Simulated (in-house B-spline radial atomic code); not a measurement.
# RPA and G0W0 on r2SCAN0: Sr

Configuration [Kr] 5s2, mean-field start r2SCAN0. Computed with an all-electron radial atomic-structure program (B-spline basis): all electrons, non-relativistic, point nucleus, each spin shell either full or empty, empty states to l = 9 with an (l + 1/2)⁻⁴ tail; G0W0 by contour deformation at full frequency.

Without relativity these are model numbers: it shifts the levels of so heavy an element strongly and can reorder them.

Command:
```bash
python run_gw.py task.json out
```
Settings (radii: box in bohr, nucleus in fm):
```
Z                        38
electrons                38
configuration            [Kr] 5s2
hamiltonian              nr
method                   r2scan0
lmax                     9
spin_polarised           False
box_radius               40
intervals                56
ion_configuration        [Kr] 5s1
```

Cost of the run: 4.9 s on 1 thread of Intel(R) Xeon(R) 6975P-C (shared host).

Energies (hartree):

```
                                     term        value
                         mean-field total  -3133.36318
Hartree-Fock functional on these orbitals  -3131.53632
                      direct second order      -3.0319
                    second-order exchange      0.87473
                         SOSEX correction      0.80272
```

(1) What is the RPA correlation energy, and what remains with SOSEX?

Quasi-particle levels (eV):

```json
{"level": "5s", "occupied": "yes", "mean field": "-4.015", "Σx - vxc": "-0.73", "Σc": "?", "QP weight": "?", "G0W0": "?"}
{"level": "5p", "occupied": "no", "mean field": "-0.887", "Σx - vxc": "1.74", "Σc": "-1.02", "QP weight": "0.844", "G0W0": "-0.171"}
```

G0W0 = mean field + (Σx - vxc) + Σc, with Σc (partial-wave tail included) taken at the quasi-particle energy. Only the outer levels were computed. Levels of low weight are left out.

(2) Where does G0W0 put 5s?

Answers

(1) RPA gives -2.6434 hartree (-1.89 eV per electron); RPA + SOSEX gives -1.8406, and the second-order doubles -2.1571 hartree (no singles). RPA lacks exchange-type terms and so overcorrelates at short range.

(2) At -5.787 eV, with Σc = -1.04 eV and a quasi-particle weight of 0.870. The tabulated removal energy is 5.695 eV (NIST, measured); the calculation leaves out relativity, Breit and QED terms, and what these don't explain is the method's own error.
